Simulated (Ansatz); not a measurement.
`B[SiH2]F` and `B[SiH](F)S` differ in one atom or group.

Ansatz, PBE0-D4/def2-TZVP geometries, multiplicity 1. Each molecule was computed in one conformer, which needn't be the lowest. `B[SiH](F)S` holds a close contact that its SMILES doesn't draw: S···B 2.08 Å.

| property | `B[SiH2]F` |
| --- | --- |
| LUMO energy (ωB97M-V/def2-TZVPP) / eV | -0.71 |
| LUMO energy (B3LYP/def2-TZVPP) / eV | -2.91 |
| size of the dipole moment (B3LYP/def2-TZVPP) / D | 1.42 |
| HOMO energy (ωB97M-V/def2-TZVPP) / eV | -10.71 |
| zero-point energy (PBE0-D4/def2-TZVP) / kJ/mol | 102.9 |
| ideal-gas entropy at 298 K and 1 bar (rigid rotor, harmonic PBE0-D4/def2-TZVP) / J/(mol·K) | 289 |

Question: What does the change do to each property? (Best estimate.)

Answer: Computed: 
```tsv
property	`B[SiH](F)S`	shift
LUMO energy (ωB97M-V/def2-TZVPP) / eV	1.12	1.83
LUMO energy (B3LYP/def2-TZVPP) / eV	-0.87	2.04
size of the dipole moment (B3LYP/def2-TZVPP) / D	1.00	-0.42
HOMO energy (ωB97M-V/def2-TZVPP) / eV	-9.56	1.15
zero-point energy (PBE0-D4/def2-TZVP) / kJ/mol	113.0	10.1
ideal-gas entropy at 298 K and 1 bar (rigid rotor, harmonic PBE0-D4/def2-TZVP) / J/(mol·K)	316	27
```

With PBE0 the HOMO rises by 1.03 eV and the LUMO rises by 2.06 eV, so the gap widens by about 1.03 eV. PBE moves the HOMO by 0.84 eV and ωB97M-V by 1.15 eV. The zero-point energy changes by 10.1 kJ/mol with +3 modes. Dipoles are sizes alone; their direction can turn.

B3LYP here is the variant with VWN-RPA as its local correlation; programs differ in this.
